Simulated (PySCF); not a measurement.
# Electron correlation in Cd⁺ (cadmium, charge +1)

[Kr] 4d9 5s2, 2D determinant (an excited configuration). Calculation: PySCF 2.14, in ANO-RCC-VTZP (7s6p4d2f1g, 68 functions); scalar relativity by spin-free X2C-1e. Frozen: [Ar] 3d10; 19 electrons correlated.

```tsv
level	correlation energy (mhartree)
CCSD	-524.71
(T)	-14.62
CCSD(T)	-539.33
```

Diagnostics: T1 = 0.012, D1 = 0.0418, largest double amplitude 0.074.

Cost of the coupled-cluster step: of the order of 22 core-seconds, for 19 correlated electrons.

Iterations:

```
CC2 = 0
CCSD nocc = (np.int64(10), np.int64(9)), nmo = (54, 54)
frozen orbitals [[0, 1, 2, 3, 4, 5, 6, 7, 8, 9, 10, 11, 12, 13], [0, 1, 2, 3, 4, 5, 6, 7, 8, 9, 10, 11, 12, 13]]
max_cycle = 100
direct = 0
conv_tol = 1e-08
conv_tol_normt = 1e-06
diis_space = 8
diis_start_cycle = 0
Init t2, MP2 energy = -0.538968487429995
Init E_corr(UCCSD) = -0.538968487436604
cycle = 1  E_corr(UCCSD) = -0.512295641860319  dE = 0.0266728456  norm(t1,t2) = 0.0733301
cycle = 2  E_corr(UCCSD) = -0.524358268750203  dE = -0.0120626269  norm(t1,t2) = 0.0185907
cycle = 3  E_corr(UCCSD) = -0.523794311506864  dE = 0.000563957243  norm(t1,t2) = 0.00767494
cycle = 4  E_corr(UCCSD) = -0.524695388800006  dE = -0.000901077293  norm(t1,t2) = 0.00255817
cycle = 5  E_corr(UCCSD) = -0.524718367537229  dE = -2.29787372e-05  norm(t1,t2) = 0.000251658
cycle = 6  E_corr(UCCSD) = -0.52470343514896  dE = 1.49323883e-05  norm(t1,t2) = 0.000131404
cycle = 7  E_corr(UCCSD) = -0.524701849572272  dE = 1.58557669e-06  norm(t1,t2) = 0.000209149
cycle = 8  E_corr(UCCSD) = -0.524706449249765  dE = -4.59967749e-06  norm(t1,t2) = 8.7892e-05
cycle = 9  E_corr(UCCSD) = -0.524707350889264  dE = -9.016395e-07  norm(t1,t2) = 1.09235e-05
cycle = 10  E_corr(UCCSD) = -0.524706506127433  dE = 8.44761831e-07  norm(t1,t2) = 3.32762e-06
cycle = 11  E_corr(UCCSD) = -0.524706636516324  dE = -1.30388891e-07  norm(t1,t2) = 8.57033e-07
cycle = 12  E_corr(UCCSD) = -0.52470662115513  dE = 1.53611942e-08  norm(t1,t2) = 2.11636e-07
cycle = 13  E_corr(UCCSD) = -0.524706622192833  dE = -1.03770315e-09  norm(t1,t2) = 5.40094e-08
UCCSD converged
E(UCCSD) = -5591.071397964088  E_corr = -0.5247066221928333
UCCSD(T) correction = -0.0146171743906882
```
